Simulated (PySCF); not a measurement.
CH₃AlBrFO, SMILES [Al]([O]C)([Br])[F].

The structure is a stationary point at B3LYP-D3(BJ)/def2-SVP. The structure was generated by enumeration; whether it is a known compound was not checked. One conformer was computed; it need not be the lowest.

Calculation: PySCF with TDDFT-PBE/def2-SVPD.

Vertical excitations. The molecule is in vacuum. State labels are in the subgroup Cs.

Computed lowest excited states:
```tsv
state	symmetry	energy (eV)	λ (nm)	f	main pairs
S1	A"	5.18	239	0.002	HOMO→LUMO 100 %
S2	A'	5.30	234	0.024	HOMO−1→LUMO 98 %
S3	A'	5.75	216	0.018	HOMO−2→LUMO 100 %
S4	A"	5.91	210	0.047	HOMO−3→LUMO 99 %
S5	A"	6.16	201	0.001	HOMO−1→LUMO+1 100 %
S6	A'	6.44	193	0.092	HOMO→LUMO+1 95 %
S7	A"	6.61	188	0.000	HOMO−2→LUMO+1 100 %
S8	A'	7.00	177	0.012	HOMO−3→LUMO+1 86 %
S9	A"	7.23	171	0.019	HOMO→LUMO+2 100 %
S10	A'	7.31	170	0.012	HOMO−1→LUMO+2 99 %
T1	A"	4.96	250	0	HOMO→LUMO 99 %
T2	A'	5.06	245	0	HOMO−1→LUMO 99 %
T3	A'	5.51	225	0	HOMO−2→LUMO 99 %
T4	A"	5.58	222	0	HOMO−3→LUMO 99 %
```
Triplets are in the Tamm–Dancoff approximation, which puts them higher than full response would, so one can lie above its singlet here.
